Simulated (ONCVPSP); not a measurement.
# Configuration tests for tin (Sn) (ONCV)

| Item | Value |
| --- | --- |
| Element | tin |
| Generator | ONCVPSP 4.0.1 |
| Type | optimised norm-conserving Vanderbilt (ONCV) |
| Functional | PBEsol |
| Relativity | scalar-relativistic |
| Frozen core | [Kr] 4d10 |
| Valence charge | 4 |
| Reference configuration | 5s2 5p2 |
| Partial waves | 5s: rc 1.90 bohr, ncon 4, nbas 7, qcut 3 1/bohr, 1 projector; 5p: rc 2.25 bohr, ncon 5, nbas 9, qcut 4.2 1/bohr, 2 projectors, debl 1.2 Ha; d scattering state at 0.3 Ha: rc 2.40 bohr, ncon 3, nbas 7, qcut 4.4 1/bohr, 1 projector |
| Local potential | polynomial inside 1.80 bohr (lpopt 3, dvloc0 2 Ha) |
| Core correction | Teter function, fcfact 5.75, rcfact 1.75 |

Energies are relative to the spin-unpolarised reference configuration 5s2 5p2; without spin polarisation the order of configurations can differ from experiment.

Q: Give the all-electron excitation energy and the error of the potential for: 5s2 5p1; 5s2 5p0; 5s1 5p0; 5s2 5p1.5.

A:

| valence configuration | charge | ΔE all-electron (eV) | error AE − PS (meV) |
| --- | --- | --- | --- |
| 5s2 5p1 | +1 | 6.898 | -113 |
| 5s2 5p0 | +2 | 20.870 | -593 |
| 5s1 5p0 | +3 | 51.886 | -1513 |
| 5s2 5p1.5 | +0.5 | 2.626 | -24 |
